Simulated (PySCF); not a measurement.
3-bromo-5-chloro-1,2,4-thiadiazole, C₂BrClN₂S, SMILES Clc1nc(Br)ns1, point group Cs.

Level: B3LYP/pcSseg-1 in PySCF (density fitting, grid level 2); geometry and Hessian at that level, cubic constants and property derivatives from steps of ±0.6 along each species' dimensionless normal coordinates, second-order vibrational perturbation theory. The parent has the commonest isotopes.

Equilibrium geometry (Å):

| atom | x | y | z |
| --- | --- | --- | --- |
| Cl1 | 2.7071 | -0.6991 | -0.6482 |
| C2 | 1.1097 | -0.1266 | -0.3671 |
| N3 | 0.0829 | -0.9010 | -0.2193 |
| C4 | -1.0102 | -0.1015 | -0.0150 |
| Br5 | -2.6872 | -0.9177 | 0.2400 |
| N6 | -0.9058 | 1.1967 | 0.0050 |
| S7 | 0.7169 | 1.5689 | -0.2531 |

(1) Give the equilibrium and ground-state rotational constants (MHz) of parent; ¹³C at 4.

(2) How is the parent's vibrational correction B0 − Be made up?

(3) And its quartic centrifugal distortion constants from the harmonic force field?

A mode lies under 250 cm⁻¹, where this perturbation treatment is rough.

Answers

(1) 
| species | Ae | Be | Ce | A0 | B0 | C0 | Δ0 (u Å²) | harmonic ZPE (cm⁻¹) |
| --- | --- | --- | --- | --- | --- | --- | --- | --- |
| parent | 3136.5 | 581.01 | 490.2 | 3121.9 | 578.51 | 487.96 | 0.241 | 5226 |
| ¹³C at 4 | 3135.6 | 580.87 | 490.08 | 3121 | 578.41 | 487.86 | 0.241 | 5176 |

Δ0 = Ic − Ia − Ib from the ground-state constants.

(2) 
```json
{"axis": "a", "harmonic": "3.56", "Coriolis": "-1.15", "cubic": "-17", "total (MHz)": "-14.6"}
{"axis": "b", "harmonic": "0.211", "Coriolis": "-0.056", "cubic": "-2.65", "total (MHz)": "-2.5"}
{"axis": "c", "harmonic": "0.075", "Coriolis": "-0.02", "cubic": "-2.3", "total (MHz)": "-2.25"}
```

(3) Asymmetric top, A reduction, Ir representation: ΔJ = 0.0102 kHz, ΔJK = -0.0497 kHz, ΔK = 2 kHz, δJ = 0.00227 kHz, δK = 0.0489 kHz.
